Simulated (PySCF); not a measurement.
From one molecule to another.

First species: C5H13NOSi2.
Cartesian coordinates in Å at the GFN2-xTB level; atoms count from 1:
```xyz
22
C5H13NOSi2 angstrom
C     -3.9841   -0.1852    0.7640
Si    -2.6312    0.2301   -0.5026
N     -1.1491    0.1622    0.4296
C     -0.0438    0.4147   -0.3093
O     -0.2000    0.6596   -1.4960
C      1.2776    0.3025    0.3514
C      2.4290    1.0098   -0.3874
C      3.4142   -0.1618   -0.5874
Si     2.1186   -1.4115    0.0415
H     -4.9527   -0.1760    0.2777
H     -3.8497   -1.1705    1.2004
H     -4.0221    0.5347    1.5759
H     -2.5826   -0.7978   -1.5404
H     -2.8165    1.5861   -1.0143
H     -1.0598   -0.0348    1.4128
H      1.2015    0.5786    1.4030
H      2.0629    1.3879   -1.3411
H      2.8505    1.8399    0.1781
H      4.3020   -0.0674    0.0362
H      3.7519   -0.2711   -1.6152
H      2.4108   -2.1553    1.2706
H      1.4621   -2.2556   -0.9500
```

Second species: C₅H₁₃NOSi₂.
Cartesian coordinates in Å at the GFN2-xTB level; atoms count from 1:
```
atom  x, y, z in Å
N1     4.5614    0.1507    0.0680
Si2    3.0452   -0.4898   -0.4576
Si3    1.5015    0.7853    0.6383
O4     0.1402    0.1720    0.0114
C5    -1.1928    0.5390    0.2467
C6    -1.8751    0.8992   -1.0431
C7    -2.9148    0.1250   -1.2946
C8    -3.1617   -0.8816   -0.2146
C9    -2.0082   -0.6588    0.7796
H10    5.4045   -0.2113   -0.3472
H11    4.7187    0.3058    1.0503
H12    2.9222   -1.9491   -0.2302
H13    3.1251   -0.3505   -1.9184
H14    1.5366    2.2469    0.4361
H15    1.4693    0.6742    2.1143
H16   -1.2135    1.3851    0.9463
H17   -1.4886    1.6884   -1.6629
H18   -3.5534    0.1827   -2.1598
H19   -4.1339   -0.7091    0.2529
H20   -3.1687   -1.8953   -0.6200
H21   -2.3752   -0.4641    1.7856
H22   -1.3492   -1.5254    0.8166
```

Levels: PBE0/pcSseg-1 for HOMO energy, LUMO energy and HOMO–LUMO gap. Geometries: GFN2-xTB. All species are isolated and taken at one optimised geometry, non-relativistic unless stated; the electronic structure was computed with PySCF and density fitting.

Dipoles, sizes and rotational constants follow the conformer. The torsions of the flexible species, by atom-mapped SMILES:
- `[CH3:1][SiH2:2][NH:3][C:4](=[O:5])[C@@H:6]1[CH2:7][CH2:8][SiH2:9]1`: C1–Si2–N3–C4 179°, Si2–N3–C4–O5 0°, N3–C4–C6–C7 -162°

The conformers of `N[SiH2][SiH2]O[C@H]1C=CCC1` aren't listed.

Values for the first species:

```
HOMO energy   : -7.41 eV
LUMO energy   : -0.13 eV
HOMO–LUMO gap : 7.28 eV
```

Problem. Estimate the same properties for the second species, and the change in each.

Solution. 
| property | first | second | second less first |
| --- | --- | --- | --- |
| HOMO energy | -7.41 eV | -7.13 eV | +0.28 eV |
| LUMO energy | -0.13 eV | -0.46 eV | -0.33 eV |
| HOMO–LUMO gap | 7.28 eV | 6.67 eV | -0.61 eV |

On the second:  GFN2-xTB frequencies show an imaginary mode (36i cm⁻¹), so this geometry is no minimum at that level.
